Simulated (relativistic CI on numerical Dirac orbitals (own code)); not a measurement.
## A ladder of approximations for the levels of Co I

Calculated with a relativistic CI code on KLI orbitals (one set per configuration, finite nucleus), adding one ingredient at a time: step 1, Dirac-Coulomb, each configuration alone; step 2, with Breit and QED terms; step 3, with configuration mixing; step 4, with scaled Slater integrals (0.85); step 5, with a P86 correlation estimate; step 6, tied to the ionisation limit. P86 is a density functional for the correlation energy, evaluated here for each configuration and added to its levels. Step 6 is semi-empirical: configurations made of the next ion and one excited electron move by -3138 cm⁻¹, so that their limit matches the tabulated ionisation energy, and those with a non-penetrating f or g electron also take the P86 value of the least penetrating other one.

Configurations in the expansion (outside the closed core [Ar]): 3d⁷4s², 3d⁸4s, 3d⁷4s4p, 3d⁸4p, 3d⁹, 3d⁷4p², 3d⁷4s4d, 3d⁸4d, 3d⁸5s, 3d⁸5p, 3d⁷4s5s, 3d⁷4s6s, 3d⁷4s5p, 3d⁷4s6p, 3d⁷4s4f, 3d⁷4s5d.

Computed minus measured energy above the ground level, in cm⁻¹, for 9 of the 24 excited levels that pair in every step (one J of a term; a digit in brackets numbers repeated terms):

| Configuration | Term | J | Measured | Step 1 | Step 2 | Step 3 | Step 4 | Step 5 | Step 6 |
| --- | --- | --- | --- | --- | --- | --- | --- | --- | --- |
| 3d⁷4s² | a 4F | 7/2 | 816 | 13 | -20 | -17 | -18 | -19 | -19 |
| 3d⁸4s | b 4F | 9/2 | 3483 | 10743 | 10611 | 14232 | 11772 | 9298 | 6217 |
| 3d⁸4s | a 2F | 7/2 | 7442 | 13429 | 13279 | 15836 | 12561 | 10136 | 7078 |
| 3d⁷4s² | a 4P | 5/2 | 13795 | 4625 | 4647 | 4615 | 1943 | 1946 | 1945 |
| 3d⁸4s | b 4P | 5/2 | 15184 | 16293 | 16079 | 19460 | 14694 | 12280 | 8343 |
| 3d⁷4s4p | z 2G° | 9/2 | 31700 | -7061 | -7125 | -1960 | -3328 | -2125 | -2139 |
| 3d⁷4s4p | z 2F° | 7/2 | 31871 | -5965 | -6050 | -1284 | -2753 | -1579 | -1663 |
| 3d⁷4s4p | z 2D° | 5/2 | 33463 | -6021 | -6094 | -1138 | -2843 | -1682 | -1784 |
| 3d⁷4s4p | 6P° | 7/2 | 41041 | -6546 | -6575 | -1411 | -4244 | -3032 | -3034 |

Mean absolute errors in cm⁻¹, over all paired levels and for the configurations:

| Configuration, levels | Step 1 | Step 2 | Step 3 | Step 4 | Step 5 | Step 6 |
| --- | --- | --- | --- | --- | --- | --- |
| all, 24 | 7905 | 7860 | 7182 | 6302 | 4939 | 3760 |
| 3d⁷4s², 6 | 2333 | 2331 | 2311 | 975 | 976 | 975 |
| 3d⁸4s, 9 | 13060 | 12874 | 16152 | 12732 | 10285 | 7097 |
| 3d⁷4s4p, 9 | 6464 | 6531 | 1458 | 3423 | 2234 | 2280 |

Measured levels: NIST Handbook of Basic Atomic Spectroscopic Data (Sansonetti and Martin, J. Phys. Chem. Ref. Data 34, 1559 (2005)).

**Question.** What does each ingredient do to the ground and the excited configurations, and where is the model closest to experiment?

**Answer.** Terms of the ground configuration are off by 2333 at first, 2311 with mixing and 975 after scaling, which stands in for the correlation that narrows term splittings. The Breit and QED terms change the top of the ground term (measured 1809) from 1859 to 1780. Mixing lowers the ground level by 5276, with 3d⁷4p² as its largest admixture; relative to it the configurations that move most are 3d⁷4s4p by +5073, 3d⁸4s by +3278. Configurations whose own partners of that kind are not in the list rise by much of that lowering, so a short list can trade one imbalance for another. The P86 estimate moves 3d⁸4s by -2447, 3d⁷4s4p by +1189, and takes the mean absolute error of the excited configurations from 8078 to 6260. Step 6 takes that error from 6260 to 4689. The mean absolute error is lowest at step 6 (3760 cm⁻¹), and the largest single drop is from step 4 to 5 (6302 to 4939).
